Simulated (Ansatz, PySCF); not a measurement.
Spin states of H2Mo (SMILES [MoH2]), each relaxed with B3LYP-D3(BJ)/def2-TZVP.
State 1 (charge 0, multiplicity 5):
```xyz
3

Mo     0.59833     0.12875     0.21854
H     -0.09059    -1.41145    -0.07159
H     -0.54091     1.33007    -0.21728
```
State 2 (charge 0, multiplicity 1):
```xyz
3

Mo     0.622     0.133     0.228
H     -0.109    -1.368    -0.079
H     -0.545     1.283    -0.220
```

Singlets are restricted, other states unrestricted; no spin–orbit coupling, no relativity up to Kr; see below for the cores. The largest T1 diagnostic is 0.033.

Correlated levels freeze the inner cores; with def2 sets outer-core shells near the valence are correlated too.

Programs: Ansatz (Gaussian orbitals); PySCF for the dispersion terms.  In def2 rows elements past Kr take small-core potentials, without spin–orbit coupling.

Estimate the energy of the multiplicity-1 state less that of the multiplicity-5 state that CCSD(T)/def2-TZVPP returns for this input.

243 kJ/mol

Estimate the energy of the multiplicity-1 state less that of the multiplicity-5 state that PBE0-D3(BJ)/def2-TZVPP returns for this input.

275 kJ/mol

Predict the energy of the multiplicity-1 state less that of the multiplicity-5 state from PBE-D3(BJ)/def2-TZVPP.

259 kJ/mol

Doubts at one or more of the structures used: a restricted determinant that unrestricted orbitals would lower (CCSD(T)/def2-TZVPP).

Ansatz is a quantum-chemistry and plane-wave program.
